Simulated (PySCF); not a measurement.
# Reading the logs of faulty runs: AlBH5NO

All numbers below are calculated, not measured. The program is PySCF 2.14.0, an open-source quantum chemistry code, run on an isolated molecule that a program drew, which may never have been made. The molecule is AlBH5NO (charge 0, singlet), drawn as the SMILES string `[NH2][AlH][BH]O`.

Each row is a Hartree-Fock (HF) and frozen-core CCSD(T) single point in the cc-pV(D+d)Z basis, meant for a local HF minimum. Run 1 is clean. Each other run has one planted mistake out of seven kinds, and not every kind appears here: one electron removed, one electron added, multiplicity raised by two, geometry at a saddle point, minimal basis STO-3G, one bond length entered in bohr, all coordinates scaled. The reference is restricted for singlets and unrestricted otherwise, and also for a bond in bohr. Adding or removing an electron swaps singlet and doublet. Electrons count all cores. HOMO and LUMO are orbital energies over both spins, the gradient is its largest component, and the lowest frequency (negative if imaginary) is given only where the gradient is small. Bond lengths are over the 8 bonds as drawn. T1 is the CCSD diagnostic: over 0.02 (restricted) or 0.045 (unrestricted) a single reference is doubtful.

Geometry of the clean run:
```xyz
9
AlBH5NO, angstrom
N     0.2019   -3.1070   -2.2993
Al    0.8289   -2.4365   -0.7820
B     2.3131   -0.8377   -0.8050
O     3.1917   -0.5977   -1.8103
H    -0.4791   -3.8422   -2.3573
H     0.4206   -2.7931   -3.2266
H     0.2400   -3.0821    0.5427
H     2.4215   -0.0621    0.1159
H     3.1284   -1.1925   -2.5405
```

| run | electrons | basis functions | <S^2> | HOMO (eV) | LUMO (eV) | gradient (hartree/bohr) | lowest frequency (cm^-1) | mean bond (Å) | longest bond (Å) | T1 | HF (hartree) | CCSD(T) (hartree) | mistake |
|---|---|---|---|---|---|---|---|---|---|---|---|---|---|
| 1 | 38 | 90 | 0.000 | -9.65 | 1.55 | 3.2e-05 | 52 | 1.3823 | 2.182 | 0.0167 | -398.89243 | -399.45437 | no fault |
| 2 | 38 | 90 | 0.931 | -7.95 | 1.70 | 1.9e-02 | - | 1.6249 | 4.123 | 0.0236 | -398.80868 | -399.34578 | one bond length entered in bohr |
| 3 | 39 | 90 | 0.765 | 0.65 | 7.55 | 3.7e-02 | - | 1.3823 | 2.182 | 0.0166 | -398.85119 | -399.42611 | ? |
| 4 | 38 | 90 | 2.005 | -6.36 | -0.42 | 2.3e-02 | - | 1.3823 | 2.182 | 0.0208 | -398.78212 | -399.33239 | ? |

**Which mistake was planted in run 3, and what did it cost?**

It counts 39 electrons, one more than the clean run, at the same geometry and basis. So the mistake is: one electron added. Subtracting run 1 and multiplying by 627.51 kcal/mol a hartree, the energy moved by 25.9 kcal/mol in HF and 17.7 kcal/mol in CCSD(T).

**Which mistake was planted in run 4, and what did it cost?**

Electrons, basis and geometry are unchanged, and <S^2> is 2.005, beside S(S+1) = 2.00 for a multiplicity of 3. So the mistake is: multiplicity raised by two. Subtracting run 1 and multiplying by 627.51 kcal/mol a hartree, the energy moved by 69.2 kcal/mol in HF and 76.5 kcal/mol in CCSD(T).

Cautions from the logs. Run 3: the HOMO is above zero, so the electron isn't bound and the energy depends on the basis.
